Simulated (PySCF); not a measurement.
cyclopentasilane (H₁₀Si₅), SMILES [SiH2]1[SiH2][SiH2][SiH2][SiH2]1. Atoms are numbered in the order given.

```xyz
15

Si     0.6641     1.0213     1.5198
Si     1.9013    -0.4586     0.1731
Si     0.2676    -1.6783    -1.0241
Si    -1.7547    -0.4920    -0.7256
Si    -1.0807     1.6188     0.0634
H      0.0825     0.2684     2.6772
H      1.4648     2.1747     2.0342
H      2.8264    -1.3424     0.9478
H      2.7053     0.3500    -0.7984
H      0.1430    -3.0718    -0.4928
H      0.6318    -1.7515    -2.4740
H     -2.5500    -1.1624     0.3525
H     -2.5802    -0.4350    -1.9715
H     -0.5072     2.4119    -1.0710
H     -2.1823     2.4005     0.7049
```
Charge 0, spin multiplicity 1.

The structure is a stationary point at PBE0-D3(BJ)/def2-SVP.

These are PBE0/def2-TZVP (PySCF) values and carry that method's errors.

ESP charges are fitted to the potential on shells at 1.4 to 2.0 van der Waals radii. Atomic charges (e):

```json
[
 {"atom": "Si1", "meta-Löwdin": "0.11", "Mulliken": "0.00", "Löwdin": "0.03", "ESP fit": "0.04"},
 {"atom": "Si2", "meta-Löwdin": "0.11", "Mulliken": "-0.01", "Löwdin": "0.03", "ESP fit": "0.04"},
 {"atom": "Si3", "meta-Löwdin": "0.11", "Mulliken": "0.00", "Löwdin": "0.04", "ESP fit": "0.08"},
 {"atom": "Si4", "meta-Löwdin": "0.11", "Mulliken": "-0.01", "Löwdin": "0.03", "ESP fit": "0.05"},
 {"atom": "Si5", "meta-Löwdin": "0.11", "Mulliken": "-0.01", "Löwdin": "0.03", "ESP fit": "0.03"},
 {"atom": "H6", "meta-Löwdin": "-0.06", "Mulliken": "0.00", "Löwdin": "-0.01", "ESP fit": "-0.02"},
 {"atom": "H7", "meta-Löwdin": "-0.05", "Mulliken": "0.00", "Löwdin": "-0.02", "ESP fit": "-0.02"},
 {"atom": "H8", "meta-Löwdin": "-0.05", "Mulliken": "0.00", "Löwdin": "-0.02", "ESP fit": "-0.03"},
 {"atom": "H9", "meta-Löwdin": "-0.06", "Mulliken": "0.00", "Löwdin": "-0.01", "ESP fit": "-0.03"},
 {"atom": "H10", "meta-Löwdin": "-0.06", "Mulliken": "0.00", "Löwdin": "-0.02", "ESP fit": "-0.03"},
 {"atom": "H11", "meta-Löwdin": "-0.06", "Mulliken": "0.00", "Löwdin": "-0.02", "ESP fit": "-0.03"},
 {"atom": "H12", "meta-Löwdin": "-0.06", "Mulliken": "0.00", "Löwdin": "-0.01", "ESP fit": "-0.03"},
 {"atom": "H13", "meta-Löwdin": "-0.05", "Mulliken": "0.00", "Löwdin": "-0.02", "ESP fit": "-0.03"},
 {"atom": "H14", "meta-Löwdin": "-0.06", "Mulliken": "0.00", "Löwdin": "-0.01", "ESP fit": "-0.02"},
 {"atom": "H15", "meta-Löwdin": "-0.05", "Mulliken": "0.00", "Löwdin": "-0.02", "ESP fit": "-0.02"}
]
```

Q: Give the Mayer and Wiberg (Löwdin basis) orders of the bonds. (Estimate from the structure and the level; the computed values follow.)

A: 
```
bond     Mayer  Wiberg
-------  -----  ------
Si1–Si2   0.96    1.13
Si2–Si3   0.95    1.12
Si3–Si4   0.95    1.12
Si1–Si5   0.96    1.12
Si4–Si5   0.96    1.13
Si1–H6    0.93    0.92
Si1–H7    0.94    0.93
Si2–H8    0.94    0.93
Si2–H9    0.93    0.92
Si3–H10   0.93    0.93
Si3–H11   0.93    0.93
Si4–H12   0.93    0.92
Si4–H13   0.94    0.93
Si5–H14   0.93    0.92
Si5–H15   0.94    0.93
```
